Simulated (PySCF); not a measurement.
Question: Give a PBE0-D3(BJ)/def2-SVP geometry of InChI=1S/C5H8BBrO2/c7-5-1-4(2-5,3-5)6(8)9/h8-9H,1-3H2/t4-,5+.

Answer: 
```xyz
17
C5H8BBrO2 angstrom
O     -2.048   -0.444    1.473
B     -1.565   -0.302    0.207
O     -2.281   -0.544   -0.926
C     -0.088    0.202    0.032
C      1.049    0.273    1.087
C      1.614    0.863   -0.207
Br     3.403    1.551   -0.454
C      0.318    1.654   -0.385
C      0.981   -0.293   -0.985
H     -2.962   -0.738    1.538
H     -3.192   -0.825   -0.793
H      1.474   -0.686    1.416
H      0.902    0.970    1.925
H      0.119    2.447    0.350
H      0.061    1.957   -1.411
H      1.402   -1.294   -0.806
H      0.769   -0.115   -2.049
```

Any rigid rotation of these coordinates is as good. Atoms count from 1 in this order. Of the pairs four or more bonds apart, H15···H17 is among the closest relative to their van der Waals radii: 2.28 Å, 95 % of the sum of Bondi's values. The 4-membered ring C4–C8–C6–C9 has internal angles of 73.1° to 88.9° (sum 322°, against 360° for a flat polygon); it is puckered, 0.31 Å rms from its mean plane, widest ring torsion 45°. The 4-membered ring C4–C5–C6–C9 has internal angles of 73.2° to 89.2° (sum 323°, against 360° for a flat polygon); it is puckered, 0.31 Å rms from its mean plane, widest ring torsion 44°. The 4-membered ring C4–C5–C6–C8 has internal angles of 73.1° to 89.1°; it is puckered, 0.31 Å rms from its mean plane, widest ring torsion 45°.

Bonds between heavy atoms (Å): O1–B2 1.362, B2–O3 1.362, B2–C4 1.570, C4–C5 1.553, C5–C6 1.531, C6–Br7 1.932, C6–C8 1.529, C6–C9 1.531, C4–C8 1.564, C4–C9 1.557.

Computed with PySCF 2.14.0, PBE0-D3(BJ)/def2-SVP geometry optimisation, gas phase.

Point group: C1 (no symmetry element, even within 0.4 Å). Stationary, but not proved a minimum. The numbers are those of one conformer (H–O1–B2–O3 0°, O1–B2–O3–H 1°, O1–B2–C4–C5 15°).

On an Arm Neoverse N1 with one thread, no GPU (shared host), this took 6.8 min wall and 0.82 GiB of memory at its peak. These figures are those of the optimisation.
